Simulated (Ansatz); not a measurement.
C2H8Si2, SMILES `[SiH3][SiH]1CC1`, relaxed with RKS PBE0-D4/def2-TZVP in the Gaussian-basis code of Ansatz from a PBE-D4/def2-SVP geometry. The force threshold is 0.005 eV/Å; the program also tests the step.

Charge 0, multiplicity 1.

Start:

```xyz
12

Si    0.047   -0.174    2.109
Si   -0.407    0.711    0.008
C    -0.564   -0.495   -1.443
C     0.768    0.258   -1.406
H     1.003    0.685    2.895
H    -1.202   -0.361    2.930
H     0.684   -1.521    1.883
H    -1.133    2.016   -0.130
H    -0.541   -1.578   -1.232
H    -1.268   -0.233   -2.251
H     1.676   -0.324   -1.172
H     0.938    1.016   -2.190
```

Problem. How much energy does the relaxation release, and in how many steps? (An estimate is asked.)

Solution. Ansatz gave: 1.22 kcal/mol, in 8 steps.

Problem. Which bonds change most? (An estimate is asked.)

Solution. Computed: Si2–C3 from 1.894 to 1.862 Å; Si2–C4 from 1.893 to 1.862 Å; Si1–H7 from 1.507 to 1.488 Å; Si1–H5 from 1.506 to 1.488 Å.

Problem. Give the relaxed structure. (Estimate.)

Solution. Computed: 
```xyz
12

Si    0.054   -0.176    2.101
Si   -0.376    0.697    0.000
C    -0.582   -0.479   -1.429
C     0.763    0.248   -1.402
H     0.921    0.727    2.904
H    -1.201   -0.416    2.863
H     0.757   -1.474    1.910
H    -1.077    1.999   -0.108
H    -0.563   -1.547   -1.239
H    -1.268   -0.205   -2.224
H     1.640   -0.357   -1.196
H     0.933    0.985   -2.180
```
